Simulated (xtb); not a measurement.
Input file for xtb: GFN2-xTB on H2OSSi (SMILES O[Si]S), a point of a torsion scan.

```
$ xtb mol.xyz --gfn 2 --opt vtight --chrg 0 --uhf 0 --input xcontrol
5

O     -1.15202687     0.53766008    -0.42985267
Si    -0.12381981    -0.81252933    -0.71109115
S      1.46589941    -0.67415389     0.74909380
H     -2.07397598     0.26826199    -0.20298930
H      1.38210132    -1.86701912     1.51148084
$constrain
  force constant=1.0
  dihedral: 1,2,3,5,120.0
$end
```

It printed:

```
[...]
           -------------------------------------------------
          |                Calculation Setup                |
           -------------------------------------------------



           -------------------------------------------------
          |                 G F N 2 - x T B                 |
           -------------------------------------------------

        Reference                      10.1021/acs.jctc.8b01176
      * Hamiltonian:
        H0-scaling (s, p, d)           1.850000    2.230000    2.230000
        zeta-weighting                 0.500000
      * Dispersion:
        s8                             2.700000
        a1                             0.520000
        a2                             5.000000
        s9                             5.000000
      * Repulsion:
        kExp                           1.500000    1.000000
        rExp                           1.000000
      * Coulomb:
        alpha                          2.000000
        third order                    shell-resolved
        anisotropic                    true
        a3                             3.000000
        a5                             4.000000
        cn-shift                       1.200000
        cn-exp                         4.000000
        max-rad                        5.000000


          ...................................................
          :                      SETUP                      :
          :.................................................:
          :  # basis functions                  26          :
          :  # atomic orbitals                  24          :
          :  # shells                           10          :
          :  # electrons                        18          :
          :  max. iterations                   250          :
          :  Hamiltonian                  GFN2-xTB          :
          :  restarted?                      false          :
          :  GBSA solvation                  false          :
          :  PC potential                    false          :
          :  electronic temp.          300.0000000     K    :
          :  accuracy                    1.0000000          :
          :  -> integral cutoff          0.2500000E+02      :
          :  -> integral neglect         0.1000000E-07      :
          :  -> SCF convergence          0.1000000E-05 Eh   :
          :  -> wf. convergence          0.1000000E-03 e    :
          :  Broyden damping             0.4000000          :
          :  net charge                          0          :
          :  unpaired electrons                  0          :
          ...................................................

 iter      E             dE          RMSdq      gap      omega  full diag
   1    -10.0713952 -0.100714E+02  0.990E+00    2.51       0.0  T
   2    -10.0888251 -0.174299E-01  0.628E+00    2.20       1.0  T
   3    -10.0923290 -0.350386E-02  0.293E+00    1.92       1.0  T
   4    -10.0909259  0.140302E-02  0.144E+00    2.28       1.0  T
   5    -10.0852692  0.565673E-02  0.218E+00    1.80       1.0  T
   6    -10.0937827 -0.851348E-02  0.232E-01    2.16       1.0  T
   7    -10.0937530  0.296724E-04  0.173E-01    2.20       1.0  T
   8    -10.0937829 -0.299202E-04  0.512E-02    2.18       1.0  T
   9    -10.0937844 -0.143256E-05  0.345E-02    2.17       1.3  T
  10    -10.0937866 -0.222810E-05  0.914E-03    2.17       4.9  T
  11    -10.0937868 -0.170937E-06  0.272E-03    2.17      16.5  T
  12    -10.0937868 -0.187958E-07  0.100E-03    2.17      44.5  T
  13    -10.0937868  0.114794E-09  0.605E-04    2.17      73.9  T
  14    -10.0937868 -0.605276E-09  0.215E-04    2.17     208.3  T

   *** convergence criteria satisfied after 14 iterations ***

         #    Occupation            Energy/Eh            Energy/eV
      -------------------------------------------------------------
         1        2.0000           -0.7334646             -19.9586
       ...           ...                  ...                  ...
         3        2.0000           -0.6065721             -16.5057
         4        2.0000           -0.5391799             -14.6718
         5        2.0000           -0.4797129             -13.0537
         6        2.0000           -0.4715297             -12.8310
         7        2.0000           -0.4497620             -12.2386
         8        2.0000           -0.3727258             -10.1424
         9        2.0000           -0.3489764              -9.4961 (HOMO)
        10                         -0.2691526              -7.3240 (LUMO)
        11                         -0.1800011              -4.8981
        12                         -0.1694900              -4.6121
        13                         -0.1546883              -4.2093
        14                         -0.0451825              -1.2295
       ...                                ...                  ...
        24                          0.6181023              16.8194
      -------------------
[...]
50             -12.3791
         8        2.0000           -0.3612324              -9.8296
         9        2.0000           -0.3463721              -9.4253 (HOMO)
        10                         -0.2535366              -6.8991 (LUMO)
        11                         -0.1865866              -5.0773
        12                         -0.1443047              -3.9267
        13                         -0.1319343              -3.5901
        14                         -0.0400496              -1.0898
       ...                                ...                  ...
        24                          0.7306175              19.8811
      -------------------------------------------------------------
                  HL-Gap            0.0928355 Eh            2.5262 eV
             Fermi-level           -0.2999544 Eh           -8.1622 eV

 SCC (total)                   0 d,  0 h,  0 min,  0.002 sec
 SCC setup                      ...        0 min,  0.000 sec (  1.971%)
 Dispersion                     ...        0 min,  0.000 sec (  0.524%)
 classical contributions        ...        0 min,  0.000 sec (  0.185%)
 integral evaluation            ...        0 min,  0.001 sec ( 30.005%)
 iterations                     ...        0 min,  0.001 sec ( 22.112%)
 molecular gradient             ...        0 min,  0.001 sec ( 42.274%)
 printout                       ...        0 min,  0.000 sec (  2.380%)

         :::::::::::::::::::::::::::::::::::::::::::::::::::::
         ::                     SUMMARY                     ::
         :::::::::::::::::::::::::::::::::::::::::::::::::::::
         :: total energy             -10.078800921277 Eh    ::
         :: gradient norm              0.000037413528 Eh/a0 ::
         :: HOMO-LUMO gap              2.526183095889 eV    ::
         ::.................................................::
         :: SCC energy               -10.125376136817 Eh    ::
         :: -> isotropic ES            0.036186981236 Eh    ::
         :: -> anisotropic ES         -0.000578699209 Eh    ::
         :: -> anisotropic XC         -0.005512992241 Eh    ::
         :: -> dispersion             -0.002537839940 Eh    ::
         :: repulsion energy           0.046565638964 Eh    ::
         :: add. restraining           0.000009576576 Eh    ::
         :: total charge              -0.000000000000 e     ::
         :::::::::::::::::::::::::::::::::::::::::::::::::::::

           -------------------------------------------------
          |                Property Printout                |
           -------------------------------------------------

    * Orbital Energies and Occupations

         #    Occupation            Energy/Eh            Energy/eV
      -------------------------------------------------------------
         1        2.0000           -0.7432413             -20.2246
         2        2.0000           -0.6843594             -18.6224
         3        2.0000           -0.6249090             -17.0046
         4        2.0000           -0.5347158             -14.5504
         5        2.0000           -0.4911819             -13.3657
         6        2.0000           -0.4702559             -12.7963
         7        2.0000           -0.4549250             -12.3791
         8        2.0000           -0.3612324              -9.8296
         9        2.0000           -0.3463721              -9.4253 (HOMO)
        10                         -0.2535366              -6.8991 (LUMO)
        11                         -0.1865866              -5.0773
        12                         -0.1443047              -3.9267
        13                         -0.1319343              -3.5901
        14                         -0.0400496              -1.0898
        15                         -0.0058232              -0.1585
        16                          0.0115969               0.3156
        17                          0.0245037               0.6668
        18                          0.0328183               0.8930
        19                          0.0621169               1.6903
        20                          0.0860227               2.3408
       ...                                ...                  ...
        24                          0.7306175              19.8811
      -------------------------------------------------------------
                  HL-Gap            0.0928355 Eh            2.5262 eV
             Fermi-level           -0.2999544 Eh           -8.1622 eV

     #   Z          covCN         q      C6AA      α(0)
     1   8 O        1.576    -0.434    21.576     6.268
     2  14 Si       1.639     0.460   182.689    28.747
     3  16 S        1.792    -0.446   160.894    21.350
     4   1 H        0.807     0.288     0.759     1.368
     5   1 H        0.923     0.132     1.521     1.929

 Mol. C6AA /au·bohr⁶  :       1058.557251
 Mol. C8AA /au·bohr⁸  :      52317.957681
 Mol. α(0) /au        :         59.661369


Wiberg/Mayer (AO) data.
largest (>0.10) Wiberg bond orders for each atom
Note: The following floating-point exceptions are signalling: IEEE_UNDERFLOW_FLAG IEEE_DENORMAL
normal termination of xtb

 ---------------------------------------------------------------------------
     #   Z sym  total        # sym  WBO       # sym  WBO       # sym  WBO
 ---------------------------------------------------------------------------
     1   8 O    2.260 --     2 Si   1.341     4 H    0.890
     2  14 Si   2.439 --     1 O    1.341     3 S    1.071
     3  16 S    2.079 --     2 Si   1.071     5 H    0.968
     4   1 H    0.917 --     1 O    0.890
     5   1 H    0.983 --     3 S    0.968
 ---------------------------------------------------------------------------

Topologies differ in total number of bonds
Writing topology from bond orders to xtbtopo.mol

molecular dipole:
                 x           y           z       tot (Debye)
 q only:       -1.161      -0.704      -1.078
   full:       -1.315      -0.282      -0.631       3.776
molecular quadrupole (traceless):
                xx          xy          yy          xz          yz          zz
 q only:       -2.126      -0.244       2.539      -0.014       0.543      -0.413
  q+dip:       -1.049      -1.416       1.926      -0.488      -2.414      -0.876
   full:       -0.384      -1.091       1.682      -0.236      -4.792      -1.298

           -------------------------------------------------
          |                Geometry Summary                 |
           -------------------------------------------------

      molecular mass/u    :       78.1655725
   center of mass at/Å    :        0.2860561      -0.5423965       0.0977926
  moments of inertia/u·Å² :        0.2483721E+02   0.1164155E+03   0.1387374E+03
rotational constants/cm⁻¹ :        0.6787248E+00   0.1448057E+00   0.1215075E+00

 * 3 selected distances

     #   Z          #   Z                                           value/Å
     1   8 O        2  14 Si                                      1.6268630 (max)
     1   8 O        4   1 H                                       0.9520238 (min)
     3  16 S        5   1 H                                       1.3261715

 * 3 distinct bonds (by element types)

   Z      Z             #   av. dist./Å        max./Å        min./Å
   1 H    8 O           1     0.9520238     0.9520238     0.9520238
   8 O   14 Si          1     1.6268630     1.6268630     1.6268630
   1 H   16 S           1     1.3261715     1.3261715     1.3261715


optimized geometry written to: xtbopt.xyz


           -------------------------------------------------
          | TOTAL ENERGY              -10.078800921277 Eh   |
          | GRADIENT NORM               0.000037413528 Eh/α |
          | HOMO-LUMO GAP               2.526183095889 eV   |
           -------------------------------------------------

------------------------------------------------------------------------
------------------------------------------------------------------------
 total:
 SCF:
 ANC optimizer:
```

The run finished.

Warnings raised: the energy holds the restraint's term.

Cost: roughly 0.12 core-seconds.
